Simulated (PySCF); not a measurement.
NMR data simulated for an unnamed compound:

$^{1}$H NMR (500 MHz, computed): δ 4.36 (sept, 1H), 4.12 (d, 6H).

$^{13}$C{$^{1}$H} NMR (computed): δ 56.4 (CH).

Computational details: σ from GIAO-PBE0/pcSseg-1, structure optimised with GFN2-xTB, in PySCF (relativity neglected, no solvent, rapidly exchanging positions averaged, single conformer).

δ = σ(ref) − σ, references computed at the same level: TMS for $^{1}$H, $^{13}$C.

Q: Which of these does the molecule contain: an S-methyl group, a Si–H bond, an ester, an N-methyl group?

A: 
- An S-methyl group: no.
- A Si–H bond: yes (δH 4.12 (d)).
- An ester: no.
- An N-methyl group: no.

The data belong to `F[Si](F)(F)OC([SiH3])[SiH3]`, CH₇F₃OSi₃; they needn't prove each group on their own.

Carbon signals by region: 1 at 50–100 ppm.

Splittings by $^{19}$F in the carbon and heteronuclear signals aren't shown, as no couplings were computed. Shifts are as computed. Against solution values, carbons near 30 ppm lie about +3 ppm off and those near 130 ppm about +5 ppm. Of 1309 compounds with measured shifts, 239 miss one by over three times the rms of a fit or turn the order of signals round; such compounds aren't used in these exercises. Multiplicities follow the n + 1 count of equivalent neighbours, as no J values were calculated; m marks all less simple cases, F and P coupling included.
